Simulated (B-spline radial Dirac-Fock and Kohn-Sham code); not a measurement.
**Auger decay of the 4p1/2 hole in Tm⁺**

System: Tm⁺, [Xe] 4f13 6p1 (not the ground configuration).

Calculated with a radial atomic solver, using a relativistic independent-particle model: LDA orbitals of the hole state, radiative multipoles to third order, Auger rates from the Coulomb interaction with a continuum orbital, Dirac-Fock energies. Kinetic energies are configuration averages from the vacuum level; the two-hole energies are estimated from single-hole states.

| transition | kinetic energy (eV) | width (meV) | share (%) |
| --- | --- | --- | --- |
| N2-N3N6 | 11.95 | 878 | 7.2 |
| N2-N3N7 | 13.66 | 708 | 5.8 |
| N2-N4O1 | 107.8 | 520 | 4.3 |
| N2-N5O1 | 116.2 | 81.5 | 0.7 |
| N2-N4O2 | 135.5 | 359 | 3.0 |
| N2-N4O3 | 141.7 | 611 | 5.0 |
| N2-N5O2 | 143.8 | 327 | 2.7 |
| N2-N5O3 | 150.2 | 70.6 | 0.6 |
| N2-N4N6 | 160.3 | 2180 | 18.0 |
| N2-N4N7 | 160.7 | 4580 | 37.9 |
| N2-N5N6 | 167.7 | 566 | 4.7 |
| N2-N5N7 | 169.9 | 148 | 1.2 |
| N2-N6O2 | 321.2 | 182 | 1.5 |
| N2-N7O2 | 322.6 | 294 | 2.4 |
| N2-N6O3 | 327.4 | 50.5 | 0.4 |
| N2-N6N7 | 347.1 | 292 | 2.4 |

Coster-Kronig rates are the weakest part of this model and often come out 1.5 to 2.5 times too large. Super-Coster-Kronig decay this fast strains the one-particle picture, and such widths tend to come out too large. The listed channels hold 98 % of the non-radiative rate. Summed by principal shells, of 12.1 eV in all: NNN 77.7 %, NNO 21.4 %, NOO 0.5 %, NNP 0.3 %.
